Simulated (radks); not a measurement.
Results of a calculation; reference values are marked as such.
Task: Ionisation of the lanthanum ion La+, [Xe] 5d2, to La2+, [Xe] 5d1, under several functionals. Scalar-relativistic Kohn-Sham, spin-polarised, spherical densities, finite nucleus; open shells are filled with parallel spins first (spin-orbit coupling, left out, can overturn this in heavy ions); a radial shooting solver on a logarithmic mesh with Libxc functionals. The NIST Atomic Spectra Database gives 11.185 eV (measured). Rank these functionals by the error of their Delta-SCF ionisation energy: PW91; AM05; XLYP; MS2 meta-GGA; BP86; r2SCAN; SOGGA; revPBE; exchange-only B88.

Result: From best to worst: AM05 11.164 eV (-0.021); revPBE 11.160 eV (-0.025); SOGGA 11.136 eV (-0.049); PW91 11.258 eV (+0.074); MS2 meta-GGA 11.081 eV (-0.104); BP86 11.301 eV (+0.116); XLYP 11.058 eV (-0.127); r2SCAN 11.030 eV (-0.155); exchange-only B88 10.510 eV (-0.675). Open shells are spherical and high-spin; term and fine-structure splittings are not resolved. Spin-orbit splitting is averaged out at the scalar-relativistic level.
